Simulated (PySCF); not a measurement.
From one molecule to another.

First species: C8H13P.
Structure used (GFN2-xTB), in Å, numbered top down from 1:
```xyz
22
C8H13P angstrom
C     -3.2016   -0.9667    0.7414
C     -2.3143   -0.3465   -0.3377
C     -1.2435    0.5208    0.2815
C     -1.6434    1.9283    0.6253
C     -0.0391    0.0697    0.4923
P      1.3995   -0.5782    0.9251
C      2.3949   -0.1963   -0.5906
C      3.4683   -1.1642   -1.0066
C      3.8476    0.1543   -0.4218
H     -3.7006   -0.1964    1.3250
H     -3.9613   -1.5991    0.2875
H     -2.6012   -1.5735    1.4153
H     -1.8481   -1.1454   -0.9173
H     -2.9253    0.2593   -1.0109
H     -0.8397    2.4429    1.1456
H     -2.5280    1.9207    1.2607
H     -1.8851    2.4801   -0.2838
H      1.8453    0.3103   -1.3753
H      3.6190   -2.0479   -0.4033
H      3.6225   -1.3287   -2.0628
H      4.2569    0.1661    0.5783
H      4.2668    0.9097   -1.0696
```

Second species: C8H13P.
SMILES: `C=CC[P@@]1(=C)C=CCC1`

Levels: PBE0/pcSseg-1 for HOMO energy, LUMO energy and HOMO–LUMO gap. Geometries: GFN2-xTB. Each species is one conformer at its optimised geometry, gas phase, non-relativistic unless stated. Electronic properties by PySCF.

The conformers computed, where there is a choice (atom-mapped SMILES and torsion angles):
- `[CH3:1][CH2:2][C:3]([CH3:4])=[C:5]=[P:6][CH:7]1[CH2:8][CH2:9]1`: C1–C2–C3–C4 -84°, C5–P6–C7–C8 -147°

The conformers of `C=CC[P@@]1(=C)C=CCC1` aren't listed.

| property | column X | column Y |
| --- | --- | --- |
| HOMO energy | -6.64 eV | -5.14 eV |
| LUMO energy | -0.88 eV | -0.53 eV |
| HOMO–LUMO gap | 5.76 eV | 4.61 eV |

(1) Which column belongs to which species?

(2) How does each property change from the first species to the second?

Results:

(1) Column X is the first species and column Y the second. The first has 22 atoms and 76 electrons, the second 22 and 76.

(2) HOMO energy +1.50 eV; LUMO energy +0.35 eV; HOMO–LUMO gap -1.15 eV.

